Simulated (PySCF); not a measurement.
Delta-SCF ions had no search for a lower state. Excitations are Tamm–Dancoff values on a coarser integration grid. The basis has no diffuse functions, so Rydberg states are missing or too high.

Cartesian coordinates (Å):
SMILES: [SiH3]B[SiH3]
```xyz
10

Si    -1.7501    -0.2222    -0.2005
B      0.0000     0.4843    -0.8798
Si     1.7492     0.0334    -0.0071
H     -1.6131    -1.4952     0.5502
H     -2.2229     0.8178     0.7596
H     -2.7945    -0.3952    -1.2412
H      0.0022     1.1985    -1.8353
H      1.6097    -0.3568     1.4180
H      2.7785     1.0981    -0.1086
H      2.2444    -1.1595    -0.7539
```
Charge 0, spin multiplicity 1.

Give the vertical ionisation energy (Delta-SCF), S1 excitation (TDA) and dipole moment at the level PBE-D3(BJ)/def2-TZVP // B3LYP-D3(BJ)/def2-TZVP in PySCF 2.14.0.


| Quantity | Result |
|---|---|
| vertical ionisation energy (Delta-SCF) | 9.71 eV |
| S1 excitation (TDA) | 3.34 eV |
| dipole moment | 0.32 D |
